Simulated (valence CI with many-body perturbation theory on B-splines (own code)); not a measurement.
**Yb49+: calculated level list**

Level of theory: configuration interaction combined with many-body perturbation theory (CI+MBPT): three valence electrons over a frozen Dirac-Fock core [Ar], radial functions for each j: 7 s, 7 p, 8 d, 6 f, 4 g, 1 h, with the one-electron correlation potential Σ1, the two-electron term Σ2, the three-electron term Σ3, Breit, model QED; selected CI, second order for the rest, scaled by the run's own slope (own B-spline code, finite nucleus).

The last digits are not significant, and no measured levels were compared; by estimate large intervals hold to a few tenths of a per cent, small ones and those within an open d or f shell to about a per cent. Only levels of the ground parity were solved; by the run's estimate the other parity begins above the list, which can be wrong where configurations are misplaced.

Levels 1 to 19 of 19, with energies above the lowest level, (3d3/2^3) J=3/2. "Leading %" is the weight of the configuration and term that name the level; weights of strongly mixed levels are sums over their largest components and can fall short. In the jj column 3d3/2^4 stands for four electrons in 3d with j = 3/2. Lifetimes count E1, E2, E3, M1 and M2 decay at the calculated energies, and are blank where another channel may lead or the interval is too uncertain; long ones can be off by a factor of two.

```tsv
No.	Configuration	Term	J	E (cm⁻¹)	Leading %	Lifetime	Leading jj	g
1	3d3	4F	3/2	0	46		3d3/2^3 (98 %)	0.706
2	3d3	4F	5/2	395190	83	670 ns	3d3/2^2 3d5/2 (99 %)	1.050
3	3d3	4P	3/2	443980	38	819 ns	3d3/2^2 3d5/2 (98 %)	1.177
4	3d3	2G	7/2	470070	49	177 μs	3d3/2^2 3d5/2 (96 %)	1.041
5	3d3	2H	9/2	471930	45		3d3/2^2 3d5/2 (99 %)	1.039
6	3d3	4P	1/2	483640	58	2.19 μs	3d3/2^2 3d5/2 (100 %)	1.819
7	3d3	2D	5/2	653750	41	5.45 μs	3d3/2^2 3d5/2 (94 %)	1.260
8	3d3	4F	7/2	857530	64	363 ns	3d3/2 3d5/2^2 (98 %)	1.109
9	3d3	4F	9/2	890940	51	620 ns	3d3/2 3d5/2^2 (97 %)	1.131
10	3d3	4P	3/2	929920	41	298 ns	3d3/2 3d5/2^2 (99 %)	1.113
11	3d3	2P	1/2	951800	58	467 ns	3d3/2 3d5/2^2 (100 %)	1.498
12	3d3	2H	11/2	963760	100	1.53 μs	3d3/2 3d5/2^2 (100 %)	1.081
13	3d3	2D	5/2	967510	44	589 ns	3d3/2 3d5/2^2 (94 %)	1.268
14	3d3	2F	5/2	1027700	43	922 ns	3d3/2 3d5/2^2 (98 %)	1.099
15	3d3	2F	7/2	1035300	80	1.16 μs	3d3/2 3d5/2^2 (98 %)	1.089
16	3d3	2D	3/2	1179900	75	566 ns	3d3/2 3d5/2^2 (94 %)	0.909
17	3d3	2G	9/2	1351500	51	303 ns	3d5/2^3 (98 %)	1.154
18	3d3	2D	3/2	1459500	47	288 ns	3d5/2^3 (94 %)	1.109
19	3d3	2D	5/2	1535600	60	229 ns	3d5/2^3 (96 %)	1.158
```

The ionisation energy to 3d2 3F_2 of the next ion comes out as 4365 eV (NIST: 4364 ± 4 eV (theoretical)). All 19 levels together are meant to be complete up to 1597000 cm⁻¹.
